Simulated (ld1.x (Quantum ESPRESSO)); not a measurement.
**What one change does to a pseudopotential (nickel (Ni), TM)**

ld1.x (Quantum ESPRESSO) 7.5 input, shortened:

```
&input
   title='Ni', zed=28., rel=1, dft='PZ', iswitch=3,
   config='[Ar] 3d8 4s2 4p0'
 /
 &inputp
   pseudotype=2, tm=.true., lloc=-1, rcloc=0.70,
   nlcc=.true., rcore=0.65
 /
3
4S  1  0   2.00   0.00  2.15  2.15  0.0
3P  2  1   6.00   0.00  0.80  0.80  0.0
3D  3  2   8.00   0.00  1.00  1.00  0.0
 &test
   configts(1)='3p6 3d8 4s2 4p0'
 /
```

All-electron outer shells of the reference configuration (LDA (PZ), scalar-relativistic, ld1.x):

```
shell  level (eV)  outermost node (bohr)  outermost maximum (bohr)
   2p     -844.17                      –                      0.16
   3s     -110.50                   0.30                      0.64
   3p      -71.26                   0.27                      0.65
   3d       -9.14                      –                      0.63
   4s       -5.87                   0.92                      2.21
   4p       -1.34                   1.00                      3.14
```

Change: core correction a·sin(br)/r model core inside 0.78 bohr.

Cutoffs: the cutoffs (Ry, on a coarse ladder) from which the occupation-weighted sum of valence levels, in a spherical-Bessel basis at the reference potential, stays within 10 and 1 mRy of its value at 400 Ry; they do not see the model core or the augmentation charge, which bear on the density cutoff. Errors are all-electron minus pseudo energies relative to the spin-unpolarised reference configuration.

**Question.** What does the change do?

**Answer.** Both files keep a bound ghost (s); of the 9 tests that both files solve, the error grows in 2 and shrinks in 0 by more than 15 % and 0.3 meV (median size 42.1 → 42.1 meV). A wider model core is smoother and lowers the density cutoff, which this test does not measure.

| quantity | base | changed |
| --- | --- | --- |
| cutoff, loose | 230 Ry | 230 Ry |
| cutoff, tight | over 300 Ry | over 300 Ry |
| bound ghosts | s | s |
| error for 3p6 3d8 4s1 4p0, meV [ΔE 9.60 eV] | -5.4 | -5.4 |
| error for 3p6 3d8 4s0 4p0, meV [ΔE 27.26 eV] | -42 | -42 |
| error for 3p6 3d7 4s0 4p0, meV [ΔE 65.06 eV] | +47 | +47 |
| error for 3p5 3d8 4s2 4p0, meV [ΔE 79.42 eV] | -6.1 | -5.9 |
| error for 3p6 3d8 4s0 4p1, meV [ΔE 15.37 eV] | -10 | -10 |
| error for 3p6 3d9 4s0 4p0, meV [ΔE 6.56 eV] | -109 | -109 |
| error for 3p6 3d8.5 4s1.5 4p0, meV [ΔE -1.20 eV] | -12 | -12 |
| error for 3p6 3d8 4s2 4p0 (spin-polarised), meV [ΔE -0.91 eV] | +86 | +99 |
| error for 3p6 3d8 4s1 4p0 (spin-polarised), meV [ΔE 8.23 eV] | +65 | +78 |
| s: phases at 2.34 bohr within 0.05 rad from the reference energy up to (Ry; the scan ends near 5) | 1.8 | 1.8 |
| p: phases at 2.34 bohr within 0.05 rad from the reference energy up to (Ry; the scan ends near 5) | to the end of the scan | to the end of the scan |
| d: phases at 2.34 bohr within 0.05 rad from the reference energy up to (Ry; the scan ends near 5) | to the end of the scan | to the end of the scan |

Base: These tests converged, but a pseudo level misses the all-electron one widely, so the file describes the atom poorly there or has found another state: 3p6 3d7 4s0 4p0: empty 4s by 3.7 eV (a node warning on the way). Changed file: These tests converged, but a pseudo level misses the all-electron one widely, so the file describes the atom poorly there or has found another state: 3p6 3d7 4s0 4p0: empty 4s by 3.7 eV (a node warning on the way). A true bound ghost makes a file unfit for plane-wave use even where its test errors are small: the radial tests pick states by their node count and pass the ghost by.
